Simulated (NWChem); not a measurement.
System: ammonium (NH₄ cation); SMILES [NH4+]

The following NWChem deck was run.

```
start job
memory heap 200 mb stack 900 mb global 1100 mb
charge 1
geometry units angstroms noautosym nocenter noautoz
  N      0.000000     0.000000     0.000000
  H     -0.590962    -0.590962    -0.590962
  H      0.590962     0.590962    -0.590962
  H     -0.590962     0.590962     0.590962
  H      0.590962    -0.590962     0.590962
end
basis spherical
  * library 6-31g*
end
dft
  xc hfexch
  iterations 150
end
property
  shielding 2 1 2
end
task dft property
```

Parts of the log:

```
             Northwest Computational Chemistry Package (NWChem) 7.3.0
             --------------------------------------------------------

                             Geometry "geometry" -> ""
                             -------------------------

 Output coordinates in angstroms (scale by  1.889725989 to convert to a.u.)

  No.       Tag          Charge          X              Y              Z
 ---- ---------------- ---------- -------------- -------------- --------------
    1 N                    7.0000     0.00000000     0.00000000     0.00000000
    2 H                    1.0000    -0.59096200    -0.59096200    -0.59096200
    3 H                    1.0000     0.59096200     0.59096200    -0.59096200
    4 H                    1.0000    -0.59096200     0.59096200     0.59096200
    5 H                    1.0000     0.59096200    -0.59096200     0.59096200

 Effective nuclear repulsion energy (a.u.)      16.3752187520

  xc_inp: hfexch multiplicative factor not found.
                              NWChem Property Module
                              ----------------------

  itol2e modified to match energy
  convergence criterion.

                                 NWChem DFT Module
                                 -----------------

 Summary of "ao basis" -> "ao basis" (spherical)
 ------------------------------------------------------------------------------
       Tag                 Description            Shells   Functions and Types
 ---------------- ------------------------------  ------  ---------------------
 N                           6-31g*                  6       14   3s2p1d
 H                           6-31g*                  2        2   2s

  itol2e modified to match energy
  convergence criterion.

            General Information
            -------------------
          SCF calculation type: DFT
          Wavefunction type:  closed shell.
          No. of atoms     :     5
          No. of electrons :    10
           Alpha electrons :     5
            Beta electrons :     5
          Charge           :     1
          Spin multiplicity:     1
          Use of symmetry is: off; symmetry adaption is: off
          Maximum number of iterations: 150
          AO basis - number of functions:    22
                     number of shells:    14
          Convergence on energy requested:  1.00D-07
          Convergence on density requested:  1.00D-05
          Convergence on gradient requested:  5.00D-04

              XC Information
              --------------
                     Hartree-Fock (Exact) Exchange  1.000

      Superposition of Atomic Density Guess
      -------------------------------------

 Sum of atomic energies:         -56.28666840

 Renormalizing density from      11.00 to     10

      Non-variational initial energy
      ------------------------------

 Total energy =     -53.145209
 1-e energy   =     -97.540444
 2-e energy   =      28.020017
 HOMO         =      -1.178295
 LUMO         =      -0.264342

[...]

          -----------------------------------------
          Chemical Shielding Tensors (GIAO, in ppm)
          -----------------------------------------

                                NWChem CPHF Module
                                ------------------

  scftype          =     RHF
  nclosed          =        5
  nopen            =        0
  variables        =       85
  # of vectors     =        3
  tolerance        = 0.10D-03
  level shift      = 0.00D+00
  max iterations   =       50
  max subspace     =       30

 SCF residual:    2.5411027025492966E-006

Iterative solution of linear equations
  No. of variables       85
  No. of equations        3
  Maximum subspace       30
        Iterations       50
       Convergence  1.0D-04

   iter   nsub   residual    time
   ----  ------  --------  ---------
     1      3    3.57D-01       0.6
     2      6    3.57D-02       0.6
     3      9    3.39D-03       0.7
     4     12    4.62D-05       0.7

      Atom:    1  N
        Diamagnetic
    326.7949     -0.0000     -0.0000
     -0.0000    326.7949      0.0000
     -0.0000      0.0000    326.7949

        Paramagnetic
    -74.6986     -0.0000     -0.0000
     -0.0000    -74.6986      0.0000
     -0.0000      0.0000    -74.6986

        Total Shielding Tensor
    252.0963     -0.0000     -0.0000
     -0.0000    252.0963      0.0000
     -0.0000      0.0000    252.0963

           isotropic =     252.0963
          anisotropy =       0.0000

          Principal Components and Axis System
                 1           2           3
              252.0963    252.0963    252.0963

      1         1.0000     -0.0000     -0.0000
      2        -0.0000      0.0000      1.0000
      3        -0.0000      1.0000      0.0000

      Atom:    2  H
        Diamagnetic
     26.3224      6.9415      6.9415
      6.9415     26.3224      6.9415
      6.9415      6.9415     26.3224

        Paramagnetic
      1.2219     -1.9286     -1.9286
     -1.9286      1.2219     -1.9286
     -1.9286     -1.9286      1.2219

        Total Shielding Tensor
     27.5443      5.0129      5.0129
      5.0129     27.5443      5.0129
      5.0129      5.0129     27.5443

           isotropic =      27.5443
          anisotropy =      15.0387

          Principal Components and Axis System
                 1           2           3
               37.5701     22.5314     22.5314

      1         0.5774     -0.4082      0.7071
      2         0.5774     -0.4082     -0.7071
      3         0.5774      0.8165      0.0000
```

Level: Hartree-Fock/6-31G* (spherical d), GIAO. All runs use the structure optimised with PBE0-D3(BJ)/def2-TZVP. The printed shielding anisotropy is the first printed principal value minus the mean of the other two.
